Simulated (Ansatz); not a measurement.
Start from `[CH3][Ta]([NH2])([F])=[S]` and change one element to get `[CH3][Ta]([NH2])(=[S])[Cl]`.

Ansatz, PBE0-D4/def2-TZVP geometries, multiplicity 1. Each molecule was computed in one conformer, which needn't be the lowest.

Elements past krypton have def2 core potentials.

| property | `[CH3][Ta]([NH2])([F])=[S]` |
| --- | --- |
| HOMO–LUMO gap (PBE0/def2-TZVPP) / eV | 5.88 |
| LUMO energy (PBE/def2-TZVPP) / eV | -2.44 |
| HOMO energy (PBE/def2-TZVPP) / eV | -6.31 |
| size of the dipole moment (PBE/def2-TZVPP) / D | 3.85 |
| size of the dipole moment (B3LYP/def2-TZVPP) / D | 3.93 |
| size of the dipole moment (ωB97M-V/def2-TZVPP) / D | 4.03 |

What does the change do to each property? (Best estimate.)

Computed: 
```json
{"property": "HOMO–LUMO gap (PBE0/def2-TZVPP) / eV", "`[CH3][Ta]([NH2])(=[S])[Cl]`": "5.61", "shift": "-0.27"}
{"property": "LUMO energy (PBE/def2-TZVPP) / eV", "`[CH3][Ta]([NH2])(=[S])[Cl]`": "-2.76", "shift": "-0.32"}
{"property": "HOMO energy (PBE/def2-TZVPP) / eV", "`[CH3][Ta]([NH2])(=[S])[Cl]`": "-6.42", "shift": "-0.11"}
{"property": "size of the dipole moment (PBE/def2-TZVPP) / D", "`[CH3][Ta]([NH2])(=[S])[Cl]`": "3.66", "shift": "-0.19"}
{"property": "size of the dipole moment (B3LYP/def2-TZVPP) / D", "`[CH3][Ta]([NH2])(=[S])[Cl]`": "3.72", "shift": "-0.21"}
{"property": "size of the dipole moment (ωB97M-V/def2-TZVPP) / D", "`[CH3][Ta]([NH2])(=[S])[Cl]`": "3.80", "shift": "-0.23"}
```

With PBE0 the HOMO falls by 0.10 eV and the LUMO falls by 0.36 eV, so the gap narrows by about 0.26 eV. PBE moves the HOMO by -0.11 eV and ωB97M-V by -0.07 eV. Dipoles are sizes alone; their direction can turn.

Positive LUMOs are unbound, so they and the gaps depend on the basis.

B3LYP here is the variant with VWN-RPA as its local correlation; programs differ in this.
